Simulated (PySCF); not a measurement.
## Exercise with solution: entropy of an ideal gas

Zn(NH2)2 (H4N2Zn), SMILES [NH2][Zn][NH2].

Geometry: TPSSh-D3(BJ)/def2-TZVP. One conformer was computed; it need not be the lowest.

PySCF with TPSSh-D3(BJ)/def2-TZVP gives the harmonic wavenumbers 160, 163, 212, 416, 424, 602, 724, 762, 762, 1572, 1574, 3506, 3507, 3594, 3594 cm⁻¹ and the rotational temperatures 7.4055, 0.2108, 0.2107 K. The molar mass is 97.43 g/mol, the symmetry number 2, the spin multiplicity 1.

Question: Work out the entropy at 298.15 K and 1 atm in the rigid-rotor, harmonic-oscillator model.

Answer: 
Translation (Sackur–Tetrode at 1 atm): S = R[1.5 ln M + 2.5 ln T − 1.16487] = 165.9 J/(mol K).
Rotation: q = (√π/σ) T^1.5/√(θA θB θC) = 7960, S = R[ln q + 3/2] = 87.1 J/(mol K).
Vibration: with u = 1.4388 ν/T, each mode gives R[u/(e^u − 1) − ln(1 − e^−u)]:
```
ν (cm⁻¹)  modes     u  S (J/(mol K))
--------  -----  ----  -------------
160           1  0.77          10.67
163           1  0.79          10.52
212           1  1.02           8.48
416           1  2.01           3.79
424           1  2.05           3.68
602           1  2.91           1.87
724           1  3.49           1.17
762           2  3.68           2.01
1572          1  7.59           0.04
1574          1  7.60           0.04
```
The stiffer modes add less than 0.005 each. Sum 42.3 J/(mol K).
Spin: R ln 1 = 0.0 J/(mol K).
Total 295.3 J/(mol K); the program's own thermochemistry gives 295.3. Translation makes up 56 % and vibration 14 %. Anharmonicity, hindered rotation and orbital degeneracy are left out.
